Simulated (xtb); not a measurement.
H₂MoO₂S₂, SMILES [Mo](=[S])([OH])([OH])=[S], multiplicity 1. All values are semi-empirical tight-binding results from xtb (GFN2-xTB unless named), good for trends rather than for accurate numbers. Geometry optimised at GFN2-xTB. The spin state was assumed, not searched. The structure was generated by enumeration; whether it is a known compound was not checked. Other conformers were not sampled.

For metal compounds this method's bond lengths and energies can be far off.

Problem. Estimate the properties. (The exact figures need the calculation; the answer reports its results.)

Solution. 
```yaml
point_group_as_xtb_finds_it: C2v
orbital_gap: 2.02 eV
zero_point_energy: 17.1 kcal/mol
G − E(el) at 298.15 K (modified RRHO): -3.2 kcal/mol
```
